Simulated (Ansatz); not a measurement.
**Question.** Predict a relaxed structure of the cluster Ba2S2 (the lowest singlet isomer of a short search), charge 0, singlet, at r2SCAN-D4/def2-SVP (Ansatz).

**Answer.** 
```xyz
4

Ba   -0.7433   -1.4781    1.1528
Ba    0.7514    1.4824   -1.1420
S     1.4273   -1.1875   -0.6024
S    -1.4354    1.1832    0.5915
```
Point group D2h (tolerance 0.1 Å). This is one stationary point.

In the def2 sets Ba takes a core potential; there is no spin–orbit coupling. The structure comes from a short search, and lower isomers may exist.
